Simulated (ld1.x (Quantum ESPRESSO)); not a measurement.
## Transferability test, TM semilocal potential for F (Z = 9)

fluorine, norm-conserving Troullier–Martins (semilocal form), made with ld1.x (Quantum ESPRESSO) 7.5 (LDA (PZ), non-relativistic). Core [He], reference 2s1.5 2p5.5. Waves: 2s (bound): rc 0.75 bohr; 3d channel at 0.25 Ry: rc 0.80 bohr; 2p (bound): rc 0.90 bohr. Local part: the p channel. Core correction: none.

Energies are relative to the spin-unpolarised reference configuration 2s1.5 2p5.5; without spin polarisation the order of configurations can differ from experiment. Spin-polarised rows fill each open shell by Hund’s rule, majority spin first.

```csv
valence configuration,charge,ΔE all-electron (eV),error AE − PS (meV)
2s2 2p5,0,-9.141,+4.3
2s2 2p4,+1,10.425,+11
2s1 2p6,0,9.160,+4.4
2s2 2p2,+3,109.684,+170
2s1 2p5,+1,28.985,-2.2
2s2 2p4.5,+0.5,-1.505,+6.7
2s1.5 2p5.5 (spin-polarised),0,-0.405,+28
2s2 2p5 (spin-polarised),0,-9.520,+38
```

Question: What are ΔE and the potential's error for 2s2 2p3?

Answer: ΔE = 48.947 eV all-electron; the error (AE − PS) is +41 meV.

Levels in the configuration 2s2 2p3:

```csv
level,all-electron (eV),pseudo (eV)
2s,-67.508,-67.528
2p,-49.119,-49.059
```
